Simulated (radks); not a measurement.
Question: The mean radii <r> (bohr) of the occupied orbitals of an atom or ion are listed with their occupations. All-electron calculation, non-relativistic Kohn-Sham, LDA (Slater exchange, Perdew-Wang correlation), spin-polarised, spherical densities, point nucleus. Program: a radial shooting solver on a logarithmic mesh with Libxc functionals.

orbital  occ.     <r>
1s          2  0.1305
2s          2  0.5742

Name the element and its charge. Open shells, if any, are filled with parallel spins first.

Answer: Z = 12, magnesium, charge +8: Mg8+ in [He] 2s2. The 1s radius gives Z: for a bare nucleus <r> = 1.5/Z, 0.125 bohr for Z = 12, and screening makes it slightly larger (0.1305 here). The occupations add up to 4, and the charge is Z minus that.
